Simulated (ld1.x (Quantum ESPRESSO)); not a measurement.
# Mg (Z = 12), PAW: configuration errors across variants

```
Element                 : Mg
Generator               : ld1.x (Quantum ESPRESSO) 7.5
Type                    : PAW
Functional              : BLYP
Relativity              : scalar-relativistic
Frozen core             : [He]
Valence charge          : 10
Reference configuration : 2s2 2p6 3s2 3p0
Partial waves           : 2s (bound): rcut 1.10, rcutus 1.20 bohr; 3s (bound): rcut 1.10, rcutus 1.20 bohr; 2p (bound): rcut 1.05, rcutus 1.20 bohr; 3p (bound, empty): rcut 1.05, rcutus 1.20 bohr
Local potential         : all-electron potential smoothed inside 0.95 bohr (lloc = -1)
Core correction         : a·sin(br)/r model core inside 1.10 bohr
Augmentation charge     : BESSEL, radius 1.10 bohr
```

All-electron excitation energies from the reference (eV): (1) 2s2 2p6 3s1 3p0 7.894; (2) 2s2 2p6 3s0 3p0 23.111; (3) 2s2 2p6 3s1.5 3p0 3.091; (4) 2s2 2p6 3s1 3p1 3.531; (5) 2s2 2p6 3s0 3p1 12.343; (6) 2s2 2p5 3s2 3p0 58.497; (7) 2s2 2p6 3s0 3p2 7.334.

The overlap operator is not positive definite (basis up to 400 Ry) in “base”, “local potential all-electron potential smoothed inside 0.48 bohr (lloc = -1)”, “local potential all-electron potential smoothed inside 0.60 bohr (lloc = -1)”, “local potential all-electron potential smoothed inside 0.70 bohr (lloc = -1)”, “local potential all-electron potential smoothed inside 0.76 bohr (lloc = -1)”, “local potential all-electron potential smoothed inside 0.90 bohr (lloc = -1)”, “local potential all-electron potential smoothed inside 1.00 bohr (lloc = -1)”, “local potential all-electron potential smoothed inside 1.06 bohr (lloc = -1)”. Such files are unfit for use, however small their errors in these radial tests.

Tests that are not counted but printed errors over 1 eV. “local potential all-electron potential smoothed inside 1.18 bohr (lloc = -1)”: 2s2 2p6 3s1 3p0 (solver errors, printed error -1238 eV); 2s2 2p6 3s0 3p0 (solver errors, printed error -1138 eV). “local potential all-electron potential smoothed inside 1.26 bohr (lloc = -1)”: 2s2 2p6 3s1 3p0 (solver errors, printed error -1238 eV); 2s2 2p6 3s0 3p0 (solver errors, printed error -1138 eV).

Errors AE − PS in meV (a dash: test not solved or not reliable):

```csv
change,(1),(2),(3),(4),(5),(6),(7),bound ghosts
base,-0.1,0.0,-0.1,+0.1,+0.5,-0.7,+0.5,not determined (overlap not positive)
local potential all-electron potential smoothed inside 0.48 bohr (lloc = -1),+0.4,+3.9,0.0,+2.7,+30,+599,+21,not determined (overlap not positive)
local potential all-electron potential smoothed inside 0.60 bohr (lloc = -1),+0.1,+1.2,0.0,+0.6,+5.2,+107,+4.3,not determined (overlap not positive)
local potential all-electron potential smoothed inside 0.70 bohr (lloc = -1),0.0,+0.3,0.0,+0.2,+1.8,+0.4,+1.5,not determined (overlap not positive)
local potential all-electron potential smoothed inside 0.76 bohr (lloc = -1),-0.1,+0.1,0.0,+0.1,+1.0,-17,+0.9,not determined (overlap not positive)
local potential all-electron potential smoothed inside 0.90 bohr (lloc = -1),-0.1,-0.1,-0.1,0.0,+0.4,-15,+0.4,not determined (overlap not positive)
local potential all-electron potential smoothed inside 1.00 bohr (lloc = -1),0.0,+0.4,0.0,+0.2,+1.0,+59,+1.2,not determined (overlap not positive)
local potential all-electron potential smoothed inside 1.06 bohr (lloc = -1),–,–,–,–,–,–,–,not determined (overlap not positive)
local potential all-electron potential smoothed inside 1.18 bohr (lloc = -1),–,–,0.0,0.0,+0.1,-34,+0.1,none
local potential all-electron potential smoothed inside 1.26 bohr (lloc = -1),–,–,0.0,0.0,0.0,–,–,none
```

Problem. Give the same row for: local potential all-electron potential smoothed inside 1.38 bohr (lloc = -1).

Solution. –, –, 0.0, 0.0, -0.1, –, –; bound ghosts: none. Not counted: 2s2 2p6 3s1 3p0 (solver errors, printed error -1238 eV); 2s2 2p6 3s0 3p0 (solver errors, printed error -1138 eV).
